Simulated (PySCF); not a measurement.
**Bond curve of MgBi**

Set-up: Mg aug-cc-pVDZ, Bi aug-cc-pVDZ-PP with ECP60; scalar-relativistic core potentials (PySCF 2.14). Energies in eV from Mg + Bi in their ground configurations at the same level. State: ⁴Σ⁻ (quartet), unpaired electrons σ ↑, π ↑↑.

```csv
R (Å),PBE0
2.552,-0.1791
2.670,-0.3939
2.789,-0.5064
2.878,-0.5436
2.967,-0.5523
3.056,-0.5405
3.175,-0.5040
3.323,-0.4404
3.501,-0.3565
3.738,-0.2546
```

Problem. Put a parabola through the three lowest points of the PBE0 curve and estimate Re, k and ωe (reduced mass 21.52 u; 1 eV/Å² = 0.16022 mdyn/Å; ωe = 1302.8·√(k/μ) cm⁻¹).

Solution. Through R = 2.878, 2.967, 3.056 Å the second-order coefficient is 1.29 eV/Å², so Re ≈ 2.960 Å, k ≈ 0.415 mdyn/Å and ωe ≈ 181 cm⁻¹. A polynomial fit of higher order to the unrounded PBE0 energies gives Re = 2.955 Å, k = 0.429 mdyn/Å, ωe = 184 cm⁻¹; anharmonicity and rounding make the difference.

The higher-order fit for each curve: PBE0: Re = 2.955 Å, ωe = 184 cm⁻¹, De = 0.55 eV.

These are scalar-relativistic numbers at best; spin–orbit coupling would shift them, the dissociation energy most. The state was picked by a PBE0 search and need not be the measured ground state.
